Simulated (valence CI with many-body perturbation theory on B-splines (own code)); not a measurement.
Pm²⁹⁺: electric-dipole lines

Method: valence CI with perturbative core correlation (CI+MBPT): four valence electrons over a frozen Dirac-Fock core [Ar] 3d10, radial functions for each j: 11 s, 11 p, 10 d, 8 f, 5 g, 2 h, with the one-electron correlation potential Σ1 (screened to all orders), the two-electron term Σ2, the three-electron term Σ3, Breit, model QED; selected single and double excitations, second order for the rest, scaled by the run's own slope (own B-spline code, finite nucleus).

The last digits are not significant, and no measured levels were compared; by estimate large intervals hold to a few tenths of a per cent, small ones and those within an open d or f shell to about a per cent. Among the levels kept, up to 330 cm⁻¹ of a level comes from second order outside the variational space, and about a tenth of that is noise between levels of different J, which matters for small intervals.

Lines 1 to 50 of 560 in falling wavelength, among levels below 373.61 eV, chosen from the strongest by gf and those to the six lowest levels. Wavelengths and rates use the calculated energies. Electric multipoles are in the length gauge, E1 and E2 with the static RPA response of the core. Weak lines are less certain than strong ones. Lines between different terms over intervals too small for the method are left out, as are lines whose strength nearly cancels. Where a level lies close to another of its J and parity, the split of strength between their lines is uncertain. The highest levels of a list are the least certain.

Levels are named by their leading jj configuration (3d3/2^4 stands for four electrons in 3d with j = 3/2), which in mixed levels can hold well under half, so a name can repeat and another be missing. Letters in brackets count levels of one name in rising energy.

| λ vac (nm) | Upper | Lower | A (s⁻¹) | log gf | Branch % |
| --- | --- | --- | --- | --- | --- |
| 42.80 | (4s 4p1/2^2 4p3/2) J=2 | (4s^2 4p3/2^2) J=2 | 1.27e+07 | -2.76 | 0.1 |
| 37.79 | (4s 4p1/2^2 4p3/2) J=1 | (4s^2 4p3/2^2) J=0 | 1.61e+07 | -2.99 | 0.0 |
| 31.11 | (4s 4p1/2^2 4p3/2) J=1 | (4s^2 4p3/2^2) J=2 | 1.26e+08 | -2.26 | 0.1 |
| 22.80 | (4s 4p1/2 4p3/2 4f7/2) J=5 [c] | (4s^2 4p3/2 4f5/2) J=4 | 2.18e+09 | -0.73 | 0.8 |
| 21.83 | (4s 4p1/2 4p3/2 4f7/2) J=6 | (4s^2 4p3/2 4f7/2) J=5 | 3.61e+09 | -0.48 | 5.2 |
| 21.81 | (4s 4p1/2 4p3/2^2) J=2 | (4s^2 4p3/2^2) J=2 | 6.77e+08 | -1.62 | 5.2 |
| 21.69 | (4s 4p1/2 4p3/2 4d5/2) J=4 [c] | (4s^2 4p3/2 4d5/2) J=3 | 3.35e+09 | -0.67 | 2.5 |
| 21.43 | (4p1/2 4p3/2^2 4d5/2) J=5 | (4s 4p3/2^2 4d5/2) J=4 [b] | 5.77e+09 | -0.36 | 11.3 |
| 21.42 | (4s 4p1/2^2 4f7/2) J=4 | (4s^2 4p1/2 4f7/2) J=3 | 2.94e+09 | -0.74 | 4.0 |
| 20.76 | (4s 4p1/2 4p3/2 4f7/2) J=5 [a] | (4s^2 4d3/2 4d5/2) J=4 | 3.27e+09 | -0.63 | 4.8 |
| 20.41 | (4s 4p1/2^2 4f7/2) J=4 | (4s^2 4p1/2 4f7/2) J=4 | 3.23e+09 | -0.74 | 4.4 |
| 20.18 | (4s 4p1/2^2 4p3/2) J=2 | (4s^2 4p1/2 4p3/2) J=2 | 3.42e+09 | -0.98 | 40.2 |
| 20.17 | (4s 4p1/2 4p3/2 4d5/2) J=5 | (4s^2 4p3/2 4d5/2) J=4 | 5.31e+09 | -0.45 | 100.0 |
| 19.97 | (4p1/2 4p3/2^2 4d5/2) J=4 [b] | (4s 4p3/2^2 4d5/2) J=3 [a] | 3.46e+09 | -0.73 | 2.5 |
| 19.72 | (4p1/2 4p3/2^2 4d3/2) J=4 | (4s 4p3/2^2 4d3/2) J=4 | 3.72e+09 | -0.71 | 4.2 |
| 19.71 | (4s 4p1/2 4p3/2^2) J=3 | (4s^2 4p3/2^2) J=2 | 5.60e+09 | -0.64 | 41.1 |
| 19.57 | (4p1/2^2 4p3/2 4d5/2) J=3 | (4s 4p1/2 4p3/2 4d5/2) J=3 [e] | 6.47e+09 | -0.59 | 3.7 |
| 19.21 | (4s 4p1/2^2 4p3/2) J=2 | (4s^2 4p1/2 4p3/2) J=1 | 5.06e+09 | -0.85 | 59.6 |
| 19.16 | (4p1/2^2 4p3/2 4d5/2) J=4 | (4s 4p1/2 4p3/2 4d5/2) J=3 [d] | 8.14e+09 | -0.39 | 8.0 |
| 19.08 | (4p1/2^2 4p3/2 4d5/2) J=4 | (4s 4p1/2 4p3/2 4d5/2) J=4 [d] | 5.78e+09 | -0.55 | 5.7 |
| 19.05 | (4p1/2 4p3/2^2 4d5/2) J=3 [c] | (4s 4p3/2^2 4d5/2) J=2 [b] | 6.66e+09 | -0.60 | 3.6 |
| 19.01 | (4s 4p1/2 4p3/2^2) J=1 [a] | (4s^2 4p3/2^2) J=0 | 2.36e+09 | -1.42 | 1.8 |
| 18.50 | (4p1/2^2 4p3/2^2) J=2 | (4s^2 4p1/2 4d3/2) J=2 [a] | 7.00e+09 | -0.75 | 13.8 |
| 17.95 | (4p1/2^2 4p3/2 4d5/2) J=1 | (4s 4p1/2 4p3/2 4d5/2) J=2 [d] | 1.28e+10 | -0.73 | 6.1 |
| 17.89 | (4s^2 4p1/2 4d3/2) J=2 [a] | (4s^2 4p3/2^2) J=2 | 2.74e+09 | -1.18 | 11.3 |
| 17.62 | (4s 4p1/2 4p3/2^2) J=1 [b] | (4s^2 4p3/2^2) J=0 | 4.88e+09 | -1.17 | 1.7 |
| 17.51 | (4p1/2 4p3/2^3) J=2 | (4s 4p3/2^3) J=2 | 8.84e+09 | -0.69 | 7.9 |
| 17.36 | (4s 4p1/2^2 4d5/2) J=2 | (4s^2 4p1/2 4d5/2) J=3 | 7.66e+09 | -0.76 | 5.0 |
| 17.16 | (4s 4p1/2 4p3/2^2) J=1 [a] | (4s^2 4p3/2^2) J=2 | 3.40e+09 | -1.35 | 2.6 |
| 17.14 | (4s 4p1/2^2 4p3/2) J=1 | (4s^2 4p1/2 4p3/2) J=2 | 1.17e+10 | -0.81 | 13.6 |
| 17.13 | (4p1/2 4p3/2^2 4d5/2) J=4 [a] | (4s 4p3/2^2 4d5/2) J=5 | 8.29e+09 | -0.48 | 8.3 |
| 17.11 | (4p1/2^2 4p3/2 4d5/2) J=3 | (4s 4p1/2 4p3/2 4d5/2) J=4 [c] | 1.77e+10 | -0.27 | 10.1 |
| 17.02 | (4s 4p1/2 4d3/2 4d5/2) J=3 [a] | (4s 4p3/2^2 4d3/2) J=4 | 8.14e+09 | -0.61 | 2.2 |
| 16.94 | (4p1/2 4p3/2^2 4d5/2) J=3 [a] | (4s 4p3/2^2 4d5/2) J=4 [a] | 1.37e+10 | -0.39 | 10.6 |
| 16.89 | (4p1/2^2 4p3/2^2) J=2 | (4s 4p1/2 4p3/2^2) J=3 | 1.70e+10 | -0.44 | 33.5 |
| 16.78 | (4p1/2 4p3/2^2 4d5/2) J=5 | (4s 4p3/2^2 4d5/2) J=5 | 1.04e+10 | -0.32 | 20.4 |
| 16.68 | (4s 4p1/2 4p3/2 4d5/2) J=4 [d] | (4s^2 4p3/2 4d5/2) J=4 | 5.73e+09 | -0.67 | 10.2 |
| 16.61 | (4s 4p1/2 4p3/2 4d5/2) J=3 [d] | (4s^2 4p3/2 4d5/2) J=4 | 9.25e+09 | -0.57 | 8.2 |
| 16.48 | (4p1/2^2 4p3/2 4d5/2) J=2 | (4s 4p1/2 4p3/2 4d5/2) J=3 [b] | 2.37e+10 | -0.32 | 13.3 |
| 16.43 | (4s 4p1/2^2 4p3/2) J=1 | (4s^2 4p1/2 4p3/2) J=1 | 2.25e+09 | -1.56 | 2.6 |
| 16.36 | (4p1/2^2 4p3/2 4d5/2) J=2 | (4s 4p1/2 4p3/2 4d5/2) J=2 [b] | 1.02e+10 | -0.69 | 5.7 |
| 16.24 | (4p1/2 4p3/2^2 4d5/2) J=4 [b] | (4s 4p3/2^2 4d5/2) J=4 [a] | 1.19e+10 | -0.37 | 8.5 |
| 16.16 | (4p1/2^2 4p3/2 4d3/2) J=3 | (4s 4p1/2 4p3/2 4d5/2) J=4 [b] | 1.49e+10 | -0.39 | 15.3 |
| 16.02 | (4s 4p1/2 4p3/2^2) J=1 [b] | (4s^2 4p3/2^2) J=2 | 4.64e+09 | -1.27 | 1.7 |
| 15.92 | (4p1/2^2 4p3/2 4d5/2) J=4 | (4s 4p1/2 4p3/2 4d5/2) J=5 | 3.14e+10 | 0.03 | 31.0 |
| 15.92 | (4p1/2 4p3/2^2 4d3/2) J=2 [c] | (4s 4p3/2^2 4d3/2) J=3 | 1.19e+10 | -0.65 | 2.4 |
| 15.77 | (4p1/2^2 4p3/2 4d3/2) J=3 | (4s 4p1/2 4p3/2 4d5/2) J=4 [a] | 1.55e+10 | -0.39 | 15.9 |
| 15.71 | (4s^2 4p1/2 4d3/2) J=2 [b] | (4s^2 4p3/2^2) J=2 | 4.35e+09 | -1.09 | 3.4 |
| 15.64 | (4s 4p1/2^2 4d3/2) J=2 | (4s 4p1/2 4p3/2^2) J=3 | 1.05e+10 | -0.72 | 12.3 |
| 15.53 | (4p1/2^2 4p3/2 4d3/2) J=2 | (4s 4p1/2 4p3/2 4d3/2) J=3 [a] | 2.27e+10 | -0.39 | 24.4 |

Task: How does gf follow from A for the line at 21.42 nm?

Result: gf = 1.4992 × (2J+1)_upper × A / σ², with σ = 466793 cm⁻¹ and 2J+1 = 9: gf = 0.182.
